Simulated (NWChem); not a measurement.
## Basis-set convergence for C2H4Si

SMILES: C#C[SiH3]
```xyz
7

Si     0.9534    -0.4826     0.0000
C     -0.6863     0.3475     0.0000
C     -1.7825     0.9022     0.0000
H      1.0850    -1.3421     1.2252
H      1.0850    -1.3421    -1.2252
H      2.0437     0.5511     0.0000
H     -2.7484     1.3910     0.0000
```
Charge 0, spin multiplicity 1.

Program: NWChem. All single points use one geometry, from PBE/def2-SVP, a minimum by its harmonic frequencies.

Quantity: LUMO energy at the level B3LYP.

B3LYP has NWChem's definition, with VWN1-RPA local correlation. The Pople sets run with spherical d functions. The structure started from a generated list of species.

```json
[
 {"basis": "STO-3G", "functions": "23", "LUMO energy (eV)": "4.44"},
 {"basis": "6-31G*", "functions": "54", "LUMO energy (eV)": "0.10"},
 {"basis": "pcseg-1", "functions": "66", "LUMO energy (eV)": "-0.30"},
 {"basis": "def2-SVP", "functions": "66", "LUMO energy (eV)": "-0.19"},
 {"basis": "6-31+G*", "functions": "66", "LUMO energy (eV)": "-0.34"},
 {"basis": "def2-SVPD", "functions": "96", "LUMO energy (eV)": "-0.43"},
 {"basis": "aug-pcseg-1", "functions": "109", "LUMO energy (eV)": "-0.49"},
 {"basis": "pcseg-2", "functions": "150", "LUMO energy (eV)": "-0.49"},
 {"basis": "def2-TZVPP", "functions": "160", "LUMO energy (eV)": "-0.45"},
 {"basis": "aug-cc-pVTZ", "functions": "234", "LUMO energy (eV)": "-0.53"}
]
```

Smallest basis within 0.2 eV of aug-cc-pVTZ, the largest set run: 6-31+G*, with 66 functions against 234 and about 3 % of the time (also within reach: def2-SVPD, aug-pcseg-1, pcseg-2, def2-TZVPP). aug-cc-pVTZ isn't the basis-set limit itself, and a small set can land close by cancellation.
